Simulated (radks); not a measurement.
The numbers below are computed, except where a source is named.
Ionisation of He, [He], to He+, 1s1, under several functionals. Scalar-relativistic Kohn-Sham, spin-polarised, spherical densities, finite nucleus; open shells are filled with parallel spins first; a radial shooting solver on a logarithmic mesh with Libxc functionals.

| functional | E(He) (hartree) | Exc (hartree) | IE (eV) | -e(HOMO) (eV) | <r> HOMO (bohr) | IE error (eV) |
|---|---|---|---|---|---|---|
| AM05 | -2.85269 | -0.99619 | 24.351 | 15.432 | 0.9539 | -0.236 |
| BP86 | -2.90648 | -1.06147 | 24.861 | 15.890 | 0.9424 | +0.273 |
| LDA (Slater exchange, Perdew-Zunger correlation) | -2.83442 | -0.97249 | 24.284 | 15.517 | 0.9595 | -0.303 |
| exchange-only PBE | -2.85218 | -1.00171 | 23.520 | 15.051 | 0.9528 | -1.067 |
| SOGGA | -2.84521 | -0.99069 | 23.923 | 15.351 | 0.9526 | -0.664 |
| Wu-Cohen GGA | -2.87157 | -1.02177 | 24.216 | 15.612 | 0.9476 | -0.371 |
| B86b exchange with PBE correlation | -2.90296 | -1.05798 | 24.577 | 15.843 | 0.9438 | -0.010 |
| r2SCAN | -2.90510 | -1.06484 | 24.622 | 16.537 | 0.9358 | +0.034 |
| exchange-only r2SCAN | -2.86730 | -1.02539 | 23.593 | 16.000 | 0.9382 | -0.994 |

NIST Atomic Spectra Database: 24.587 eV (measured). Closest: B86b exchange with PBE correlation. The Delta-SCF values span 1.34 eV, the total energies 0.07 hartree. The highest occupied level is 1s.
